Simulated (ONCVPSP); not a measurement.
Before and after: ONCV potential for germanium

- Element: Ge
- Generator: ONCVPSP 4.0.1
- Type: optimised norm-conserving Vanderbilt (ONCV)
- Functional: PBE
- Relativity: non-relativistic
- Frozen core: [Ar] 3d10
- Valence charge: 4
- Reference configuration: 4s2 4p2
- Partial waves: 4s: rc 1.65 bohr, ncon 3, nbas 8, qcut 4.6 1/bohr, 2 projectors, debl 0.4 Ha; 4p: rc 2.40 bohr, ncon 4, nbas 8, qcut 3.5 1/bohr, 2 projectors, debl 4 Ha; d scattering state at 0.13 Ha: rc 1.65 bohr, ncon 4, nbas 8, qcut 6.3 1/bohr, local
- Local potential: the d channel
- Core correction: Teter function, fcfact 1.75, rcfact 1.7

In the s channel the program set the typed energies aside and used -0.419, 0.250 Ha.

All-electron outer shells of the reference configuration (PBE, non-relativistic, ld1.x):

| shell | level (eV) | outermost node (bohr) | outermost maximum (bohr) |
| --- | --- | --- | --- |
| 3p | -114.37 | 0.23 | 0.55 |
| 3d | -30.15 | – | 0.50 |
| 4s | -11.40 | 0.78 | 1.77 |
| 4p | -3.93 | 0.83 | 2.22 |

Change: core correction Teter function, fcfact 6.9, rcfact 1.7.

Cutoffs: the cutoffs (Ha) at which the residual kinetic energy of the hardest occupied pseudo-wave falls to 1 and 0.1 mHa per electron; they do not see the model core or the augmentation charge, which bear on the density cutoff. Errors are all-electron minus pseudo energies relative to the spin-unpolarised reference configuration.

**Question.** How do hardness, ghosts and transferability respond?

**Answer.** The potential gets neither clearly harder nor softer (8.4 Ha and 11 Ha → 8.4 Ha and 11 Ha); of the 4 tests that both files solve, the error grows in 4 and shrinks in 0 by more than 15 % and 0.3 meV (median size 94.2 → 252.5 meV); neither file shows a bound ghost. A model core, the more so a compact one, raises the density cutoff, which this test does not measure.

```tsv
quantity	base	changed
cutoff, loose	8.4 Ha	8.4 Ha
cutoff, tight	11 Ha	11 Ha
bound ghosts	none	none
GHOST(+) flags under 300 eV	s at 79.3 eV, p at 164.1 eV	s at 79.3 eV, p at 164.1 eV
error for 4s2 4p1, meV [ΔE 7.48 eV]	-24	-72
error for 4s2 4p0, meV [ΔE 22.93 eV]	-165	-433
error for 4s1 4p0, meV [ΔE 57.17 eV]	-512	-1257
error for 4s2 4p1.5, meV [ΔE 2.82 eV]	-4.1	-14
s: phases at 1.67 bohr within 0.05 rad from the reference energy up to (Ha; the scan ends near 5)	2.7	2.7
p: phases at 2.44 bohr within 0.05 rad from the reference energy up to (Ha; the scan ends near 5)	2.1	2.1
d: phases at 1.67 bohr within 0.05 rad from the reference energy up to (Ha; the scan ends near 5)	0.4	0.4
rms error of d²Exc/dni dnj with the model core, mHa	1.24	7.75
```

Base: The cutoffs count occupied waves only; projector 2 of the p channel, the hardest unoccupied one, needs 38 Ha at the loose tolerance. Changed file: The cutoffs count occupied waves only; projector 2 of the p channel, the hardest unoccupied one, needs 38 Ha at the loose tolerance.
